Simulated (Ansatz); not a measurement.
`N#[C][Al]([F])[F]`. Charge 0, multiplicity 1.

(1) What are the harmonic wavenumbers in cm⁻¹ at PBE0-D4/def2-TZVP (Ansatz, finite differences of forces, unscaled)? (An estimate is asked.)

(2) Is this a minimum?

(3) Give the ideal-gas thermochemistry at 298.15 K and 1 bar (rigid rotor, harmonic oscillator; point group C2v, symmetry number 2).

(4) And at 400, 500, 600, 800 and 1000 K?

Answers

(1) Ansatz gave: 120, 173, 232, 322, 326, 537, 835, 972, 2331.

(2) Yes, all 9 modes are real.

(3) Zero-point energy 35.0 kJ/mol; H(298) − E = 52.5 kJ/mol; entropy 315.9 J/(mol·K), of which translation 165.1, rotation 105.6, vibration 45.2; G(298) − E = -41.7 kJ/mol.

(4) 
```tsv
T (K)	H − E (kJ/mol)	S (J/mol/K)	G − E (kJ/mol)
400	61.0	340.3	-75.1
500	69.8	359.9	-110.2
600	79.0	376.6	-147.0
800	98.1	404.1	-225.2
1000	117.9	426.2	-308.3
```
